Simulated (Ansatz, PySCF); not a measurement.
Molecule: LiOH (charge 0, singlet). SMILES: [Li][OH]
Geometry from a B3LYP-D3(BJ)/def2-TZVP (Ansatz, a quantum-chemistry and plane-wave program) optimisation:
```
O
H 1 0.9514
Li 1 1.5725 2 180.00
```
Charge 0, spin multiplicity 1.

Wanted: atomisation energy, in kcal/mol. Conventions: non-relativistic; six Cartesian d functions in 6-31G* and its kin unless marked 5d; atomisation electronic, to ground-state atoms; dispersion terms only where a functional's name holds one; LANL2DZ all-electron up to Ne; frozen cores in correlated levels; UHF or UKS for open shells; 6-311+G** with 5d; spin-orbit terms left out. CBS(X,Y): correlation extrapolated as X^-3; Hartree-Fock from the larger set. Ab initio and DFT rows: single points at B3LYP-D3(BJ) geometries (Ansatz).

Coupled cluster (Ansatz) is a level with limits of its own, used here on species with T1 under 0.025 (0.045 for open shells) and stable references: CCSD(T)/CBS(def2-TZVPPD,def2-QZVPPD).

Value to compare with, CCSD(T)/CBS(def2-TZVPPD,def2-QZVPPD) (Ansatz): 211.6 kcal/mol.

```json
[
 {"level": "HF/LANL2DZ", "program": "Ansatz", "atomisation energy (kcal/mol)": "118.0", "difference": "-93.6"},
 {"level": "PBE/6-31G*", "program": "Ansatz", "atomisation energy (kcal/mol)": "202.0", "difference": "-9.6"},
 {"level": "PBE/def2-SVP", "program": "Ansatz", "atomisation energy (kcal/mol)": "209.2", "difference": "-2.4"},
 {"level": "PBE/6-311+G**", "program": "Ansatz", "atomisation energy (kcal/mol)": "212.6", "difference": "1.0"},
 {"level": "BP86/def2-SVP", "program": "PySCF", "atomisation energy (kcal/mol)": "211.9", "difference": "0.3"},
 {"level": "B3LYP/def2-SVP", "program": "Ansatz", "atomisation energy (kcal/mol)": "205.6", "difference": "-6.0"},
 {"level": "B3LYP/cc-pVDZ", "program": "Ansatz", "atomisation energy (kcal/mol)": "203.4", "difference": "-8.2"},
 {"level": "PBE0/6-31G*", "program": "Ansatz", "atomisation energy (kcal/mol)": "192.0", "difference": "-19.6"},
 {"level": "B3PW91/6-31G* (5d)", "program": "PySCF", "atomisation energy (kcal/mol)": "194.1", "difference": "-17.5"},
 {"level": "B2PLYP-D3(BJ)/def2-TZVPD", "program": "Ansatz + dftd3", "atomisation energy (kcal/mol)": "208.2", "difference": "-3.4"}
]
```

Among the 9 habitual levels, HF/LANL2DZ lies farthest from CCSD(T)/CBS(def2-TZVPPD,def2-QZVPPD) (Ansatz) (-93.6 kcal/mol) and BP86/def2-SVP nearest (0.3); 2 of 9 lie above it, and their mean absolute difference is 17.6 kcal/mol, the median 8.2. One case shows no general order.

The levels are drawn from those run, B3LYP/6-31G* more often than the rest, none by its result; runs whose electronic state is in doubt are left out.
